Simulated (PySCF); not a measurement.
NbOCl, SMILES [O]=[Nb][Cl] (connectivity only; charge and spin as stated), neutral, multiplicity 3. Atoms are numbered in the order given.

```xyz
3

Nb     0.3001    -0.4553     0.0000
O     -1.0577    -1.4768     0.0000
Cl    -0.2262     1.7930     0.0000
```
Charge 0, spin multiplicity 3.

The structure is a stationary point at PBE-D3(BJ)/def2-TZVP. The multiplicity is an assumed one; other spin states were not compared. The def2 effective core potentials stand for the cores of Nb; spin–orbit coupling is left out.

Calculation: PySCF with PBE-D3(BJ)/def2-TZVP.

Frequencies are harmonic and unscaled.

```tsv
mode	ν (cm⁻¹)	IR (km/mol)	moving atoms (share of kinetic energy)
1	169	4.1	O 65 %, Cl 20 %, Nb 15 %
2	391	62.7	Cl 70 %, Nb 29 %
3	991	141.4	O 85 %, Nb 15 %
```
